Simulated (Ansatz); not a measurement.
Coupled-cluster diagnostics for B(OPMe3)Cl3 (C₃H₉BCl₃OP), Ansatz.

Geometry of the singlet (r2SCAN-D4/def2-SVP):

```xyz
18

B     1.8653    1.2308   -0.9628
O     0.5412    1.2325   -0.2453
P    -0.3274   -0.0006    0.1723
C    -1.4714   -0.4474   -1.1411
C    -1.2755    0.5621    1.5906
C     0.6188   -1.4501    0.6554
H    -2.1483   -1.2510   -0.8137
H    -0.8781   -0.7685   -2.0095
H    -2.0539    0.4434   -1.4193
H    -1.8313    1.4682    1.3079
H    -1.9769   -0.2126    1.9337
H    -0.5768    0.8174    2.4011
H     1.1734   -1.8143   -0.2216
H     1.3470   -1.1573    1.4251
H    -0.0648   -2.2254    1.0346
Cl    2.0992    2.8915   -1.6700
Cl    1.7831   -0.0949   -2.3122
Cl    3.1762    0.7763    0.2748
```

Correlated methods freeze 25 core orbitals.

(1) Estimate the CCSD(T) correlation energy, the shares of MP2 and (T), T1 and the reference's ⟨S²⟩ for: charge 0, singlet, own geometry in def2-SVP; and the rough time on 4 threads of Intel Xeon on a shared host.

Results:

(1) 
```csv
state,basis,correlation (eV),MP2 share (%),(T) share (%),T1,⟨S²⟩ (pure),wall time
"charge 0, singlet, own geometry",def2-SVP,-36.946,90.7,2.7,0.010,0.00 (0.00),3 min
```
Customary marks for T1 are 0.02 (closed shells), 0.045 (open shells) and about 0.05 (3d metals). T1 stays under 0.02 throughout.
